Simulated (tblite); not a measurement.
C₅H₅FO.
Cartesian coordinates in Å at the GFN2-xTB level; atoms count from 1:
```xyz
12
C5H5FO angstrom
C      2.1857    0.0664    0.7768
C      0.9638   -0.2540    0.3502
C      0.0018    0.7471   -0.0240
C     -1.2513    0.5219   -0.4650
C     -1.8453   -0.7882   -0.6379
O     -1.4235   -1.8822   -0.4535
F     -3.1324   -0.6597   -1.1035
H      2.9041   -0.6843    1.0565
H      2.5060    1.0931    0.8597
H      0.6571   -1.2861    0.2723
H      0.3322    1.7758    0.0629
H     -1.8970    1.3495   -0.7205
```

Method: GFN2-xTB as coded in tblite; computed harmonic values from a numerical Hessian at the method's own geometry, unscaled. Against measured fundamentals such values can be off by several per cent, at times by over 20. One conformer, not necessarily the lowest.

Harmonic wavenumbers (cm⁻¹): 56.9, 111.3, 158.5, 282.7, 310.9, 371.3, 552.8, 553.0, 698.1, 702.8, 834.4, 866.8, 904.6, 930.6, 939.3, 1021.7, 1042.6, 1138.6, 1247.0, 1266.3, 1349.8, 1410.3, 1613.2, 1639.8, 1814.7, 3043.6, 3091.2, 3092.8, 3107.3, 3139.1.

A = 7913, B = 1409, C = 1196 MHz; mass 100.032 u (most abundant isotopes); point group Cs, symmetry number 1.

**Question.** What is the zero-point energy?

**Answer.** ½Σν̃ = 18646 cm⁻¹ = 223.06 kJ/mol.

**Question.** What is S at 200 K and 1 bar for an ideal gas of classical rigid rotors and harmonic oscillators?

**Answer.** Translation 157.99, rotation 110.41, vibration 45.84: S = 314.2 J/(mol K).

**Question.** And Cp and H(200 K) − H(0)?

**Answer.** Cp = 84.74 J/(mol K), of which vibrations give 51.48 (their classical limit is 30 R = 249.4); H(200 K) − H(0) = 11.73 kJ/mol without the zero-point energy, 5.08 from vibrations.

**Question.** What must be added to the electronic energy to get the Gibbs energy at 200 K and 1 bar?

**Answer.** ZPE + [H(200 K) − H(0)] − T·S = 223.06 + 11.73 − 62.85 = 171.94 kJ/mol.

**Question.** How do the functions run with temperature in this model?

**Answer.** 
```json
{"T (K)": "150", "S (J/(mol K))": "291.8", "Cp (J/(mol K))": "71.8", "H − H(0) (kJ/mol)": "7.82", "G − H(0) (kJ/mol)": "-35.95", "ln q(vib)": "1.70"}
{"T (K)": "250", "S (J/(mol K))": "334.6", "Cp (J/(mol K))": "98.5", "H − H(0) (kJ/mol)": "16.31", "G − H(0) (kJ/mol)": "-67.35", "ln q(vib)": "3.22"}
{"T (K)": "298.15", "S (J/(mol K))": "353.1", "Cp (J/(mol K))": "111.9", "H − H(0) (kJ/mol)": "21.38", "G − H(0) (kJ/mol)": "-83.91", "ln q(vib)": "3.97"}
{"T (K)": "400", "S (J/(mol K))": "389.8", "Cp (J/(mol K))": "138.2", "H − H(0) (kJ/mol)": "34.14", "G − H(0) (kJ/mol)": "-121.76", "ln q(vib)": "5.56"}
{"T (K)": "600", "S (J/(mol K))": "453.7", "Cp (J/(mol K))": "177.1", "H − H(0) (kJ/mol)": "65.95", "G − H(0) (kJ/mol)": "-206.28", "ln q(vib)": "8.67"}
{"T (K)": "900", "S (J/(mol K))": "532.9", "Cp (J/(mol K))": "212.6", "H − H(0) (kJ/mol)": "124.89", "G − H(0) (kJ/mol)": "-354.71", "ln q(vib)": "13.10"}
```

q(vib) and H(0) count from the zero-point level.

**Question.** Which modes carry the vibrational entropy at 200 K?

**Answer.** 56.9 cm⁻¹: 15.80; 111.3 cm⁻¹: 10.38; 158.5 cm⁻¹: 7.66; 282.7 cm⁻¹: 3.71; 310.9 cm⁻¹: 3.16; 371.3 cm⁻¹: 2.25 J/(mol K); the other 24 give 2.88 together.

**Question.** Blend soft modes into free rotors: weight 1/[1 + (100 cm⁻¹/ν̃)⁴] for the oscillator and the rest for a rotor with moment μB/(μ + B), μ = h/(8π²ν), B = 10⁻⁴⁴ kg m². What vibrational entropy results?

**Answer.** 42.93 J/(mol K) in place of 45.84, which changes −T·S at 200 K by +0.58 kJ/mol.

Hindered rotation and anharmonicity are outside this model. Other conformers, if any are populated, would add a mixing term that is left out.
